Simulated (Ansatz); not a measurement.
`[OH][SnH2][SH]` + HBr → `[OH][SnH2][Br]` + H₂S at 400 K and 1 bar (ligand exchange at the Sn–S bond).

Gas-phase electronic energies from Ansatz, PBE0-D4/def2-TZVP geometries. CCSD(T)/CBS adds triple-zeta CCSD(T) − MP2 to the extrapolated MP2 energy (def2 sets, frozen cores). This one scheme is used for every species. Elements past krypton have def2 core potentials. For Br, Sn outer-core shells are correlated without core-valence functions, which leaves a few kJ/mol of doubt a bond. Scalar relativity is left out up to krypton. One conformer a species, not always the lowest.

```csv
species,CCSD(T)/CBS energy (Eh),H − E (kJ/mol),S (J/(mol·K))
`[OH][SnH2][SH]`,-689.41238,123.3,361.0
HBr,-2573.91920,27.6,207.2
`[OH][SnH2][Br]`,-2864.37583,98.6,358.0
H₂S,-398.97279,53.4,215.9
```

H − E and S are ideal-gas, rigid-rotor, harmonic terms from PBE0-D4/def2-TZVP, for one conformer and one mirror image of each species. 1 Eh = 2625.50 kJ/mol, R = 8.31446 J/(mol·K).

Problem. By hand: ΔE, ΔH, ΔS and ΔG.

Solution. ΔE = (-2864.37583) + (-398.97279) − (-689.41238) − (-2573.91920) = -0.01704 Eh = -44.7 kJ/mol. Δ(H − E) = 98.6 + 53.4 − 123.3 − 27.6 = 1.1, so ΔH = -43.6 kJ/mol. ΔS = 358.0 + 215.9 − 361.0 − 207.2 = 5.7 J/(mol·K). ΔG = -43.6 − 400 × (5.7)/1000 = -45.9 kJ/mol.

Problem. By hand: the equilibrium constant, and the temperature at which ΔG would vanish if ΔH and ΔS stayed fixed.

Solution. log₁₀ K = −ΔG/(RT ln 10) = 6.0. ΔH and −TΔS have one sign here, so there is no such temperature.

The number of gas molecules stays the same, so ΔS is small and ΔH decides. A doubt of 5 kJ/mol in ΔE shifts log₁₀ K by 0.7 here. Other conformers and mirror images would add mixing entropy, several J/(mol·K) or more a flexible species. These are equilibria of isolated gas molecules and say nothing of rates. Largest T1 diagnostic: 0.013 (customary marks: 0.02 for closed shells, 0.045 for open ones).

ΔS is within the doubt of such terms, so its sign, and with it that verdict, could turn.
